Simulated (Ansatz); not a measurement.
Steps of a relaxation of C2H6FNSi (`N/C(F)=C/[SiH3]`) with RKS PBE-D4/def2-SVP.

```sh
$ ansatz run in.yaml --threads 4 --pin off --events-out ev --progress --plain --max-ram 10444MiB
```

```yaml
crystal:
  periodic: [false, false, false]
  atoms:
    - {symbol: N, position_ang: [-1.205200, 0.900600, -1.584500]}
    - {symbol: C, position_ang: [-0.493200, 0.077700, -0.865400]}
    - {symbol: F, position_ang: [-0.419400, -1.177300, -1.355600]}
    - {symbol: C, position_ang: [0.201400, 0.406100, 0.272300]}
    - {symbol: Si, position_ang: [1.150900, -0.740900, 1.260900]}
    - {symbol: H, position_ang: [-1.662300, 1.706900, -1.044000]}
    - {symbol: H, position_ang: [-1.912300, 0.446800, -2.151100]}
    - {symbol: H, position_ang: [0.098000, 1.416200, 0.668000]}
    - {symbol: H, position_ang: [1.645900, 0.012300, 2.516200]}
    - {symbol: H, position_ang: [2.326000, -1.215300, 0.535100]}
    - {symbol: H, position_ang: [0.335400, -1.890000, 1.768700]}
basis:
  gaussian: {orbitals: def2-SVP}
hamiltonian: {xc: pbe, dispersion: d4}
relax: {f_tol: 0.03, max_steps: 200}
```

Positions (Å) and forces (eV/Å) along the path, 7 of 7 steps:

```xyz
11
step=1 energy=-14236.9552 eV
N    -1.205    0.901   -1.585   -3.227    3.331   -1.294
C    -0.493    0.078   -0.865    2.713   -1.250    3.299
F    -0.419   -1.177   -1.356   -0.105    0.081   -0.220
C     0.201    0.406    0.272   -0.995    0.059   -1.048
Si    1.151   -0.741    1.261    0.426   -0.105    1.579
H    -1.662    1.707   -1.044    1.053   -1.281   -0.921
H    -1.912    0.447   -2.151   -0.307   -0.201   -0.526
H     0.098    1.416    0.668   -0.151    0.451   -0.102
H     1.646    0.012    2.516   -0.140   -0.272   -0.461
H     2.326   -1.215    0.535    0.735   -0.519   -0.314
H     0.335   -1.890    1.769   -0.002   -0.294    0.007
11
step=2 energy=-14237.2773 eV
N    -1.252    0.919   -1.613   -1.174    0.890   -0.503
C    -0.513    0.100   -0.831    0.949   -0.195    1.244
F    -0.421   -1.151   -1.329   -0.120    0.036   -0.158
C     0.159    0.418    0.313   -0.434    0.175   -0.527
Si    1.176   -0.744    1.288    0.262   -0.344    0.638
H    -1.668    1.742   -1.139    0.435   -0.462   -0.264
H    -1.942    0.449   -2.205    0.052   -0.065   -0.092
H     0.071    1.453    0.672   -0.079    0.090   -0.035
H     1.678   -0.009    2.516   -0.049   -0.058   -0.134
H     2.371   -1.288    0.573    0.190   -0.056   -0.159
H     0.407   -1.947    1.776   -0.032   -0.011   -0.010
11
step=3 energy=-14237.3282 eV
N    -1.268    0.918   -1.629   -0.119   -0.069   -0.096
C    -0.511    0.113   -0.810    0.013    0.029    0.197
F    -0.435   -1.140   -1.305    0.014   -0.046   -0.104
C     0.149    0.428    0.333   -0.092    0.135   -0.069
Si    1.190   -0.759    1.305    0.060   -0.122    0.031
H    -1.642    1.761   -1.195    0.055    0.095    0.018
H    -1.951    0.434   -2.218    0.065   -0.041    0.022
H     0.036    1.464    0.695    0.014   -0.027   -0.018
H     1.696   -0.026    2.517    0.018   -0.003    0.030
H     2.388   -1.285    0.548   -0.051    0.025    0.004
H     0.412   -1.964    1.779    0.024    0.023   -0.015
11
step=4 energy=-14237.3329 eV
N    -1.269    0.907   -1.636    0.028   -0.125   -0.022
C    -0.509    0.112   -0.809    0.008    0.045    0.036
F    -0.401   -1.135   -1.324   -0.015    0.010    0.027
C     0.136    0.433    0.341   -0.042   -0.064   -0.044
Si    1.186   -0.759    1.308    0.036   -0.030   -0.051
H    -1.586    1.784   -1.227   -0.033    0.095    0.011
H    -1.983    0.419   -2.182    0.040    0.009    0.004
H    -0.003    1.458    0.715   -0.020    0.036    0.015
H     1.711   -0.031    2.515    0.015    0.007    0.028
H     2.368   -1.282    0.528   -0.016    0.005    0.007
H     0.416   -1.963    1.792    0.000    0.013   -0.010
11
step=5 energy=-14237.3349 eV
N    -1.262    0.904   -1.642    0.027   -0.019    0.089
C    -0.519    0.110   -0.796   -0.022    0.051   -0.074
F    -0.413   -1.140   -1.303    0.002   -0.001    0.020
C     0.118    0.432    0.356    0.019   -0.026    0.030
Si    1.192   -0.756    1.306   -0.041   -0.010   -0.019
H    -1.565    1.798   -1.253   -0.002   -0.033   -0.042
H    -1.974    0.416   -2.191    0.005    0.012   -0.001
H    -0.028    1.456    0.733    0.005    0.011   -0.001
H     1.727   -0.037    2.515    0.008    0.004    0.000
H     2.364   -1.276    0.510   -0.008    0.019   -0.007
H     0.426   -1.964    1.786    0.008   -0.008    0.006
11
step=6 energy=-14237.3358 eV
N    -1.262    0.897   -1.638   -0.016    0.009   -0.024
C    -0.526    0.112   -0.784   -0.014   -0.027    0.004
F    -0.430   -1.148   -1.275   -0.008    0.038    0.015
C     0.112    0.437    0.367    0.033    0.004    0.004
Si    1.188   -0.758    1.305   -0.021    0.000   -0.028
H    -1.559    1.804   -1.279    0.015   -0.002    0.016
H    -1.967    0.412   -2.198    0.019   -0.015    0.004
H    -0.011    1.469    0.732   -0.017   -0.011   -0.005
H     1.720   -0.052    2.523    0.006    0.008    0.011
H     2.365   -1.249    0.499    0.004   -0.001    0.000
H     0.436   -1.980    1.768    0.000   -0.003    0.003
11
step=7 energy=-14237.3360 eV
N    -1.261    0.898   -1.639    0.002   -0.008    0.001
C    -0.526    0.112   -0.783    0.003    0.000   -0.001
F    -0.429   -1.147   -1.273   -0.004    0.007   -0.003
C     0.112    0.438    0.367    0.005   -0.006    0.006
Si    1.188   -0.758    1.304   -0.004    0.005   -0.002
H    -1.557    1.803   -1.278    0.001    0.005    0.003
H    -1.963    0.410   -2.199   -0.001   -0.003   -0.003
H    -0.018    1.468    0.736   -0.003    0.002   -0.001
H     1.724   -0.051    2.520    0.001   -0.001    0.000
H     2.361   -1.252    0.495    0.001    0.000   -0.001
H     0.435   -1.979    1.770    0.000   -0.001    0.002
```

It took 9 s on 4 threads of an Arm Neoverse V1 on a shared host, with 0.15 GiB of host memory at the peak.
